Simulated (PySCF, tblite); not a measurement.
Isomers of C4H9FO3Si. Level: GFN2-xTB in tblite, geometry and Hessian alike; calculated harmonic values, unscaled, isolated species. The method is semi-empirical: single wavenumbers can be off by several per cent or more. Modes of hydrogen on silicon can be 10 to 20 % off. One conformer each.

Electronic energies: PBE0/pcSseg-1 single points on the GFN2-xTB geometries (PySCF, gas phase).

```json
{"SMILES": "CO[Si@@H](O)CO/C=C/F", "electronic energy, lowest = 0 (kJ/mol)": "268.5"}
{"SMILES": "CO[Si](F)(OC)C(C)=O", "electronic energy, lowest = 0 (kJ/mol)": "0.0"}
{"SMILES": "O=C(C[SiH2]F)OCCO", "electronic energy, lowest = 0 (kJ/mol)": "146.2"}
```

Problem. How do GFN2-xTB zero-point energies change the relative energies?

Solution. 
| SMILES | ZPE (kJ/mol) | of it from modes above 1550 cm⁻¹ | electronic (kJ/mol) | with ZPE, lowest = 0 (kJ/mol) | lowest mode (cm⁻¹) | rings |
| --- | --- | --- | --- | --- | --- | --- |
| CO[Si](F)(OC)C(C)=O | 345.7 | 172.1 | 0.0 | 0.0 | 33 | 0 |
| O=C(C[SiH2]F)OCCO | 337.3 | 165.6 | 146.2 | 137.8 | 9i | 0 |
| CO[Si@@H](O)CO/C=C/F | 338.7 | 171.5 | 268.5 | 261.4 | 43 | 0 |

The zero-point energies span 8.4 kJ/mol, from `O=C(C[SiH2]F)OCCO` to `CO[Si](F)(OC)C(C)=O`. Slightly imaginary modes are left out of the zero-point energy: `O=C(C[SiH2]F)OCCO` 8.8i cm⁻¹. The order is unchanged.

Problem. And how do the electronic energies of GFN2-xTB itself compare?

Solution. `CO[Si](F)(OC)C(C)=O` 0.0; `O=C(C[SiH2]F)OCCO` 114.7; `CO[Si@@H](O)CO/C=C/F` 158.4 kJ/mol, lowest = 0. Against the energies above, taken from the same isomer `CO[Si](F)(OC)C(C)=O`, the largest difference is 110.1 kJ/mol.
